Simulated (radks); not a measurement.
Q: Coulomb parameter of the 3d shell of neutral nickel in the model configuration [Ar] 3d6 4s2 4p2, as a second difference U = [E(n + 0.5) + E(n - 0.5) - 2 E(n)] / (0.5)^2 with all orbitals relaxed. "Bare": the charge of the atom changes with n. "Screened": the 4p shell takes up the change at fixed total charge, which measures U(3d,3d) + U(4p,4p) - 2 U(3d,4p). All-electron calculation, Dirac Kohn-Sham, PBE, spin-unpolarised, spherical densities, finite nucleus; open shells are shared between the two j in proportion to 2j + 1; Fermi nuclear charge, rms radius 3.7757 fm. Program: a radial shooting solver on a logarithmic mesh with Libxc functionals. Estimate both.

A: U(bare) = 15.551 eV, U(screened by 4p) = 7.082 eV, against the Slater integral F0(3d,3d) = 28.833 eV with frozen orbitals. The step up makes a negative ion, whose loosely bound charge lowers the bare value.
